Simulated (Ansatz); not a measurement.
Isolated molecules relaxed with PBE0-D4/def2-TZVP in Ansatz; ΔE leaves out vibrations. CCSD(T)/CBS adds triple-zeta CCSD(T) − MP2 to the extrapolated MP2 energy (def2 sets, frozen cores). This one scheme is used for every species. DFT in def2-TZVPP. B3LYP here is the variant with VWN-RPA as its local correlation; programs differ in this. HSE06 is defined as in plane-wave codes. One conformer a species, not always the lowest.

Consider the hydrogenolysis of the Si–S bond: `[AlH2][O]C[SiH2]S` + H₂ → `[AlH2][O]C[SiH3]` + H₂S.

`[AlH2][O]C[SiH2]S`:

Cartesian coordinates in Å:
```
Al -0.518 1.673 1.686
O -0.693 0.634 0.359
C -0.549 -0.761 0.214
Si 0.870 -1.088 -0.988
S 0.446 -0.140 -2.852
H -0.182 1.037 3.096
H -0.711 3.207 1.380
H -0.349 -1.259 1.174
H -1.478 -1.188 -0.182
H 2.116 -0.552 -0.373
H 1.045 -2.535 -1.277
H 0.003 0.973 -2.238
```

H₂:

```xyz
2

H    -0.145    0.332   -0.088
H     0.145   -0.332    0.088
```

`[AlH2][O]C[SiH3]`:

Z-matrix (Å, degrees):
```
C
O 1 1.407
Si 1 1.891 2 109.8
H 1 1.097 2 109.4 3 120.3
H 1 1.100 2 112.1 3 -121.9
Al 2 1.691 1 133.6 3 110.9
H 3 1.489 1 108.8 2 -59.5
H 3 1.490 1 110.3 2 -179.2
H 3 1.486 1 110.4 2 59.9
H 6 1.584 2 118.4 1 2.8
H 6 1.576 2 116.1 1 -177.5
```

H₂S:

```xyz
3

S    -0.463    0.236   -0.337
H     0.871    0.225   -0.471
H    -0.408   -0.461    0.808
```

| level | ΔE (kJ/mol) | difference from CCSD(T)/CBS |
| --- | --- | --- |
| LDA (SPW92) | 45.2 | 0.8 |
| PBE-D4 | 48.4 | 4.0 |
| revPBE-D4 | 52.5 | 8.1 |
| BLYP-D4 | 44.5 | 0.1 |
| r2SCAN-D4 | 48.6 | 4.2 |
| PBE0-D4 | 45.7 | 1.3 |
| B3LYP-D4 | 41.8 | -2.6 |
| r2SCANh-D4 | 47.6 | 3.2 |
| r2SCAN0-D4 | 46.2 | 1.8 |
| HSE06-D4 | 45.6 | 1.2 |
| BHLYP-D4 | 38.8 | -5.6 |
| CAM-B3LYP-D4 | 36.4 | -8.0 |
| ωB97X-V | 40.7 | -3.7 |
| ωB97M-V | 42.9 | -1.5 |
| B2PLYP | 37.1 | -7.3 |
| PBE | 41.2 | -3.2 |
| revPBE | 37.9 | -6.5 |
| BLYP | 30.0 | -14.4 |
| r2SCAN | 46.7 | 2.3 |
| PBE0 | 39.2 | -5.2 |
| B3LYP | 30.2 | -14.2 |
| r2SCANh | 45.5 | 1.1 |
| r2SCAN0 | 43.8 | -0.6 |
| HSE06 | 39.5 | -4.9 |
| BHLYP | 28.3 | -16.1 |
| CAM-B3LYP | 29.5 | -14.9 |
| RPA@PBE/def2-TZVPP | 33.6 | -10.8 |
| HF/def2-SVP | 11.3 | -33.1 |
| CCSD/def2-SVP | 22.5 | -21.9 |
| CCSD(T)/def2-SVP | 25.9 | -18.5 |
| HF/def2-TZVPP | 18.1 | -26.3 |
| MP2/def2-TZVPP | 49.5 | 5.1 |
| SCS-MP2/def2-TZVPP | 40.6 | -3.8 |
| CCSD/def2-TZVPP | 33.9 | -10.5 |
| CCSD(T)/def2-TZVPP | 39.4 | -5.0 |
| HF/def2-QZVPP | 17.7 | -26.7 |
| MP2/def2-QZVPP | 52.2 | 7.8 |
| SCS-MP2/def2-QZVPP | 43.4 | -1.0 |
| MP2/CBS(def2) | 54.5 | 10.1 |
| CCSD/CBS(def2) | 39.0 | -5.4 |
| CCSD(T)/CBS | 44.4 | 0 |

Largest T1 diagnostic among the species: 0.013.

At CCSD(T), def2-SVP lies −18.5 kJ/mol from the extrapolated value and def2-TZVPP −5.0 kJ/mol. The D4 term adds +11.7 kJ/mol with B3LYP and +6.4 kJ/mol with PBE0; it sums over pairs of atoms, weighted by their polarisabilities, and B3LYP, whose exchange is more repulsive, gets the larger term. In def2-TZVPP, CCSD(T) changes the Hartree–Fock value by +21.2 kJ/mol (the triples alone add +5.4 kJ/mol) and MP2 by +31.3 kJ/mol.

CCSD(T)/CBS has its own doubt, a few kJ/mol and more with outer-core shells, so smaller differences from it don't rank the levels.
